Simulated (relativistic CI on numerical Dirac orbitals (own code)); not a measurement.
**Magnetism of Au4+, 5d7, in a crystal field**

Calculated by Dirac-Coulomb-Breit CI, KLI orbitals optimised for each configuration, model QED (radiative potential, 1s self-energy scaled to tabulated hydrogen-like ionisation energies), valence Slater integrals scaled by 0.75, one configuration in a parametric crystal field (own radial code).

Field parameters in Wybourne normalisation: Oh B⁴₀ = 21Dq, B⁴₄ = √(5/14) B⁴₀. The field is a parameter set, without covalency.

S is read from ⟨S²⟩ = S(S + 1).

Powder χT (cm³ K mol⁻¹) by Van Vleck's formula, with temperature-independent terms:

```csv
Field,2 K,5 K,10 K,20 K,50 K,100 K,200 K,300 K
"Oh, 10Dq = 8500 cm⁻¹",2.22,2.24,2.26,2.32,2.47,2.74,3.22,3.57
"Oh, 10Dq = 15300 cm⁻¹",1.32,1.33,1.33,1.34,1.36,1.4,1.48,1.56
"Oh, 10Dq = 22100 cm⁻¹",0.906,0.907,0.908,0.91,0.917,0.928,0.951,0.973
"Oh, 10Dq = 28900 cm⁻¹",0.738,0.738,0.739,0.74,0.744,0.751,0.764,0.777
"Oh, 10Dq = 35700 cm⁻¹",0.652,0.652,0.652,0.653,0.656,0.661,0.671,0.681
"Oh, 10Dq = 42500 cm⁻¹",0.6,0.6,0.6,0.601,0.603,0.607,0.615,0.623
```

Problem. For Oh, 10Dq = 8500 cm⁻¹: what effective moment follows at 300 K?

Solution. μ_eff = √(8χT) = 5.34 μB. The ground level has S = 1.41; the spin-only moment for S = 3/2 is 3.88 μB. The difference comes from the orbital moment, spin-orbit mixing of terms and temperature-independent paramagnetism, all larger in this ionic model than in covalent complexes.
